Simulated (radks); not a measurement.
Values are calculated unless marked as measured or tabulated.
The table gives one normalised radial function P(r) = r R(r) of Mn13+ in [Ne] 3s2 (r in bohr). Level of theory: non-relativistic Kohn-Sham, PBE, spin-unpolarised, spherical densities, point nucleus (a radial shooting solver on a logarithmic mesh with Libxc functionals).

r	P
0.004743	0.3129
0.006029	0.3848
0.007665	0.4689
0.009822	0.5676
0.01249	0.6720
0.016	0.7823
0.02034	0.8801
0.02607	0.9533
0.03314	0.9716
0.04246	0.9021
0.05398	0.7143
0.06862	0.3809
0.08794	-0.1197
0.1118	-0.7145
0.1433	-1.3399
0.1821	-1.8084
0.2334	-1.9973
0.2967	-1.8253
0.3802	-1.3549
0.4833	-0.8082
0.6144	-0.3684
0.7873	-0.1154
1.001	-0.0245
1.283	-0.0028
1.63	-0.0002
2.089	0.0000
2.656	0.0000
3.404	0.0000
4.327	0.0000

Which n and l does it have? It may be an empty orbital.

Answer. n = 2, l = 0: the number of nodes gives n - l - 1 = 1, the rise at small r (about r^(l+1)) gives l, and the extent must fit the shell. The curve is that of 2s. 2s: eigenvalue -1105.5 eV, 1 radial node at r = 0.0834 bohr, <r> = 0.279 bohr, 90 % of the charge inside 0.431 bohr.
